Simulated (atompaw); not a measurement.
**oxygen: PAW (atompaw) pseudisation with PBE, scalar-relativistic reference atom.**

atompaw 4.2.0.5 input, output lines left out:

```
O 8
GGA-PBE scalarrelativistic loggrid 1500 logderivrange -4 5 226
2 2 0 0 0 0
2 1 4
0 0 0
c
v
v
1
1.95 1.50 1.95 1.50
y
-0.9
n
y
1.15
n
custom rrkj gramschmidtortho sinc
bessel
0.85
0.85
1.95
1.95
```

All-electron outer shells of the reference configuration (PBE, scalar-relativistic, ld1.x):

| shell | level (eV) | outermost node (bohr) | outermost maximum (bohr) |
| --- | --- | --- | --- |
| 1s | -514.70 | – | 0.13 |
| 2s | -23.96 | 0.28 | 0.87 |
| 2p | -9.03 | – | 0.82 |

Estimate the cutoffs (Ry, on a coarse ladder) from which the occupation-weighted sum of valence levels, in a spherical-Bessel basis at the reference potential, stays within 10 and 1 mRy of its value at 400 Ry.

35 Ry and 50 Ry.

Does the potential have ghost states?

No extra level below or beside the all-electron valence levels (s, p, d, f tested).

Is the overlap operator S = 1 + Σ q|β⟩⟨β| positive definite (Bessel basis up to 400 Ry)?

Yes: its lowest eigenvalue is 0.20 (p channel).
